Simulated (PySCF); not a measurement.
Al(Cl)(I)(OMe) (CH₃AlClIO), SMILES [O](C)[Al]([I])[Cl]. Atoms are numbered in the order given.

```xyz
8

Al     0.0867     1.0014     0.0000
Cl     1.8836     2.0661     0.0000
I      0.0656    -1.4653     0.0000
O     -1.3535     1.8674     0.0000
C     -2.7361     1.6379     0.0000
H     -3.1972     2.0966     0.8918
H     -3.1972     2.0966    -0.8918
H     -2.9866     0.5609     0.0000
```
Charge 0, spin multiplicity 1.

Coordinates come from a B3LYP-D3(BJ)/def2-SVP optimisation. The structure was generated by enumeration; whether it is a known compound was not checked. The def2 effective core potentials stand for the cores of I; spin–orbit coupling is left out. Other conformers were not sampled.

These are TDA-B3LYP/def2-SVPD (PySCF 2.14.0) values and carry that method's errors.

Vertical excitations. Gas-phase values at a fixed geometry. State labels are in the subgroup Cs.

Computed UV-visible absorptions:
| state | symmetry | energy (eV) | λ (nm) | f | main pairs |
|---|---|---|---|---|---|
| S1 | A' | 5.18 | 239 | 0.021 | HOMO→LUMO 99 % |
| S2 | A" | 5.27 | 235 | 0.019 | HOMO−1→LUMO 99 % |
| S3 | A" | 5.65 | 219 | 0.000 | HOMO→LUMO+1 100 % |
| S4 | A' | 5.90 | 210 | 0.004 | HOMO−3→LUMO 60 %, HOMO−1→LUMO+1 38 % |
| S5 | A" | 5.91 | 210 | 0.009 | HOMO−2→LUMO 98 % |
| S6 | A' | 6.20 | 200 | 0.084 | HOMO−1→LUMO+1 48 %, HOMO−3→LUMO 31 %, HOMO−4→LUMO 12 % |
| S7 | A" | 6.37 | 195 | 0.000 | HOMO−3→LUMO+1 99 % |
| S8 | A' | 6.67 | 186 | 0.097 | HOMO−4→LUMO 81 % |
| S9 | A' | 6.78 | 183 | 0.109 | HOMO−2→LUMO+1 87 % |
| S10 | A" | 6.94 | 179 | 0.039 | HOMO−5→LUMO 90 % |
| T1 | A' | 4.88 | 254 | 0 | HOMO→LUMO 98 % |
| T2 | A" | 4.98 | 249 | 0 | HOMO−1→LUMO 97 % |
| T3 | A' | 5.47 | 227 | 0 | HOMO−1→LUMO+1 86 % |
| T4 | A" | 5.54 | 224 | 0 | HOMO→LUMO+1 99 % |
Triplets are in the Tamm–Dancoff approximation.
